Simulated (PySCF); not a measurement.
**From a computed spectrum to the compound**

A species of 4 atoms with charge 0 has these harmonic modes (B3LYP, small Gaussian bases with core potentials, PySCF 2.14.0):

```
cm⁻¹  km/mol  symmetry
  40     0.1          
  44     0.1          
  55     0.5          
 161    24.6          
 162    25.9          
 163     4.2
```

Q: Which species is it, and in which structure?

A: BiI3 (singlet):
```xyz
4

Bi    0.0000    0.0000    0.8252
I     2.5562    0.0000   -0.4530
I    -1.2781    2.2137   -0.4530
I    -1.2781   -2.2137   -0.4530
```
Ideal gas at 298.15 K and 1 bar: S = 415.4 J/(mol K), Cp = 81.8 J/(mol K), H − H(0 K) = 21.5 kJ/mol (rigid rotor, harmonic modes, spin degeneracy alone; the modes under 60 cm⁻¹ make these uncertain). 
 The answer isn't unique; the calculation gave this one.
